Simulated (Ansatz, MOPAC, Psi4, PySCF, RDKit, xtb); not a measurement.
Dimer: HCl (SMILES Cl) (first 2 atoms) with CH2O (SMILES C=O); geometry from B3LYP-D3(BJ)/def2-TZVP, rigid monomers moved along the line of their centres of mass till H2···O4 is 2.13 Å.
(charge 0, multiplicity 1):
```xyz
6

Cl    -0.1523    -0.0562     0.4435
H      0.1496     0.4924     1.5878
C     -0.3271     0.0526     4.2747
O      0.2912     0.8969     3.6784
H     -0.3921     0.0620     5.3755
H     -0.8522    -0.7620     3.7468
```

```csv
level,interaction energy (kcal/mol),"minus CCSD(T)/CBS(aug-cc-pV(D+d)Z, aug-cc-pV(T+d)Z)",cost
UFF,4.84,9.88,-
PM3,-1.55,3.49,-
PM6,-4.20,0.83,-
PM7,-4.89,0.15,-
GFN1-xTB,-3.75,1.28,-
GFN2-xTB,-4.44,0.60,-
HF/6-31G*,-3.87,1.17,-
HF/6-31G* (no counterpoise),-4.78,0.26,-
B3LYP/6-31G* (no counterpoise),-5.99,-0.95,-
B3LYP/6-311+G** (no counterpoise),-4.77,0.27,-
B3LYP-D3(BJ)/def2-TZVPPD,-5.40,-0.37,×2
B3LYP-D4/def2-TZVPPD,-5.28,-0.25,×2
PBE0-D4/def2-TZVPPD,-5.42,-0.38,×1
wB97X-V/def2-TZVPPD,-5.17,-0.14,×3
MP2/6-31G*,-4.33,0.71,-
MP2/aug-cc-pV(D+d)Z,-4.91,0.13,-
"MP2/CBS(aug-cc-pV(D+d)Z, aug-cc-pV(T+d)Z)",-5.29,-0.26,-
CCSD/aug-cc-pV(D+d)Z,-4.35,0.69,-
"CCSD(T)/CBS(aug-cc-pV(D+d)Z, aug-cc-pV(T+d)Z)",-5.04,0.00,×200*
SAPT0/jun-cc-pV(D+d)Z,-5.11,-0.07,-
```

 The comparison column counts from a level with limits of its own.

The rows run from -5.99 (B3LYP/6-31G* (no counterpoise)) to 4.84 kcal/mol (UFF).

Monomers are frozen at their geometry in the pair; levels with a basis set take the counterpoise correction. Rows marked so take none. RDKit's UFF carries no charges.

Cores are frozen in the correlated methods. CBS(a, b) extrapolates the correlation energy as X⁻³ and adds the Hartree–Fock energy of set b. Rows in 6-311+G**, 6-31G* carry no dispersion term and start afresh at each structure (6-31G* with six Cartesian d functions). MP2/6-31G* freezes PySCF's default core. The state that PM3, PM6, PM7 reach isn't checked; PM7 holds dispersion and hydrogen-bond terms.

Programs: Ansatz (a first-principles code); MOPAC for PM3, PM6, PM7 (differences of heats of formation); Psi4 for SAPT; PySCF for 6-311+G** rows, 6-31G* rows, the dispersion terms; RDKit for the force fields; xtb for the GFN methods. 

Costs are rough ratios of core time to PBE/def2-TZVPPD (about 4 s over the structures, on one shared machine); a dash marks a level with no comparable run of its own. A star marks coupled-cluster runs past 200 virtual orbitals, where the program's memory plan changes under this machine's limit, so their costs aren't comparable with smaller runs.
